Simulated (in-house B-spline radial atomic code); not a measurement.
Ge²⁺. Computed with a B-spline radial atomic code. Model: non-relativistic spherical atom: semilocal Troullier-Martins pseudo-atom, one channel per l, against all electrons, high spin, G0W0 and RPA with empty states to l = 8, local potential for every l without a channel, a model core (radius 0 = none) keeps its share of the functional.

What the tables leave out is listed at the end.

The pseudopotential gives back the lowest level of each angular momentum of its own functional in the configuration it was made in; a second state of the same l is only approximately right. Exact exchange, RPA and GW see the smooth pseudo-orbitals and miss the exchange with the core, for which the functional's share stands in. The column with an uncorrelated core keeps all orbitals and exact exchange, and so separates missing core correlation from pseudisation. Only the three outermost levels and the lowest empty one were computed. RPA here is direct RPA, with no exchange kernel, and its energies carry an (l + 1/2)⁻⁴ tail. A hybrid on a potential with a model core restores only its own semilocal share of the core's exchange.

Command:
```bash
python run_psgw.py task.json out
```
Settings (lengths in bohr, energies in hartree):
```
Z                      32
electrons              30
configuration          [Ar] 3d10 4s2
generated_in           [Ar] 3d10 4s2 4p2
functional             lda,vwn
core_shells            4
radius_factor          0.9
core_correction        False
ion_configuration      [Ar] 3d10 4s1
```

Time taken, with all properties: 27 s on 1 thread of Intel(R) Xeon(R) 6975P-C (Granite Rapids) (shared host).

Given: made with LDA VWN5; model core radius 0 bohr; local radius 0.655 bohr; mean-field start LDA VWN5.

Valence shells of the generating configuration: 3p, 3d, 4s, 4p.

Channel: s 1.572, p 0.493, d 1.36 (radii in bohr).

Computed: largest level miss in the spin-unpolarised generating configuration 0.028 eV; valence RPA correlation energy all-electron orbitals -1.3071 hartree; pseudo-atom RPA polarisability 8.6069 bohr³; ionisation by mean-field all-electron 34.273 eV; ionisation by mean-field pseudo minus all 0.026 eV; ionisation by RPA all-electron 34.008 eV; ionisation by RPA pseudo minus all 1.237 eV.

```
     level  occupied  mean-field all-electron (eV)  mean-field pseudo minus all (eV)  G0W0 all-electron (eV)  G0W0 uncorrelated core minus all (eV)  G0W0 pseudo minus all (eV)  exchange self-energy all-electron (eV)  exchange self-energy pseudo (eV)
        4s         1                       -29.161                            -0.026                 -34.035                                 -0.092                      -1.246                                 -16.734                           -16.682
4p (empty)         0                       -20.108                            -0.078                 -16.051                                  0.002                       0.093                                 -5.3672                           -4.4539
```

Problem. What is the valence RPA correlation energy pseudo?

Solution. -1.3723 hartree.

Problem. What is the all-electron RPA polarisability, core included?

Solution. 8.6097 bohr³.

Given: mean-field start PBE0.

Computed: valence RPA correlation energy pseudo -1.3238 hartree; all-electron RPA polarisability, core included 8.0152 bohr³; pseudo-atom RPA polarisability 7.6952 bohr³; ionisation by mean-field all-electron 33.513 eV; ionisation by mean-field pseudo minus all 0.365 eV; ionisation by RPA pseudo minus all 1.25 eV.

| level | occupied | mean-field all-electron (eV) | mean-field pseudo minus all (eV) | G0W0 all-electron (eV) | G0W0 uncorrelated core minus all (eV) | G0W0 pseudo minus all (eV) | exchange self-energy all-electron (eV) | exchange self-energy pseudo (eV) |
| --- | --- | --- | --- | --- | --- | --- | --- | --- |
| 4s | 1 | -29.806 | -0.321 | -33.877 | -0.084 | -1.257 | -16.381 | -16.842 |
| 3d | 1 | -53.867 | 0.123 | -61.034 | 0.07 | 1.236 | -63.158 | -53.74 |
| 4p (empty) | 0 | -18.694 | 0.074 | -16.046 | 0.002 | 0.177 | -4.9666 | -4.1322 |

Problem. What is the valence RPA correlation energy all-electron orbitals?

Solution. -1.2504 hartree.

Problem. What is the ionisation by RPA all-electron?

Solution. 33.836 eV.

Given: mean-field start Hartree-Fock.

Computed: valence RPA correlation energy pseudo -1.2124 hartree; all-electron RPA polarisability, core included 6.6628 bohr³; pseudo-atom RPA polarisability 5.5203 bohr³; ionisation by mean-field pseudo minus all 1.731 eV; ionisation by RPA all-electron 33.421 eV; ionisation by RPA pseudo minus all 1.341 eV.

```
     level  occupied  mean-field all-electron (eV)  mean-field pseudo minus all (eV)  G0W0 all-electron (eV)  G0W0 uncorrelated core minus all (eV)  G0W0 pseudo minus all (eV)  exchange self-energy all-electron (eV)  exchange self-energy pseudo (eV)
        4s         1                       -31.963                            -1.791                 -33.573                                 -0.066                      -1.296                                 -15.642                           -17.963
        3d         1                       -64.434                             2.205                 -62.051                                  0.081                       1.749                                 -63.561                           -53.823
4p (empty)         0                       -14.955                              0.46                 -15.931                                  0.002                       0.472                                 -4.0737                           -3.3478
```

Problem. What is the valence RPA correlation energy all-electron orbitals?

Solution. -1.1234 hartree.

Problem. What is the ionisation by mean-field all-electron?

Solution. 31.718 eV.

Among the listed levels the largest G0W0 shift of the pseudo-atom is +1.75 eV, for 3d on the Hartree-Fock start, while leaving the core uncorrelated moves that level by +0.08 eV. So pseudisation and the lost core exchange, not the missing core correlation, make the error. Not in the tables (levels of low weight, unsolved or above zero; the highest and the empty levels are kept at any weight): on LDA the G0W0 levels 3d (pseudo minus all +0.85 eV, weights 0.70 and 0.45), 3p (pseudo minus all +4.21 eV, weights 0.25 and 0.01); on PBE0 the G0W0 levels 3p (pseudo minus all +2.53 eV, weights 0.63 and 0.30); on Hartree-Fock the G0W0 levels 3p (pseudo minus all +4.14 eV, weights 0.74 and 0.07).
